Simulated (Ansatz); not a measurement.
This singlet lies 0.79 eV below the relaxed triplet at the level frozen-core CCSD(T)/cc-pVTZ // PBE0-D3(BJ)/def2-TZVP (Ansatz, a quantum-chemistry and plane-wave program).

Species: H$_{4}$AlNSi, SMILES `N[Si][AlH2]` (lower singlet) (charge 0, multiplicity 1).

Task: Give a relaxed geometry from PBE0-D3(BJ)/def2-TZVP (Ansatz).

Result: One answer among several that fit: the end point of this relaxation, one of several conformers (outside a Z-matrix the atoms follow the SMILES, hydrogens last).
Z-matrix (Å, degrees):
```
N
H 1 1.0106
H 1 1.0116 2 111.61
Si 1 1.7170 2 121.47 3 -179.94
Al 4 2.5475 1 88.79 2 179.97
H 5 1.5970 4 130.62 1 179.86
H 5 1.6113 6 116.49 4 -179.83
```
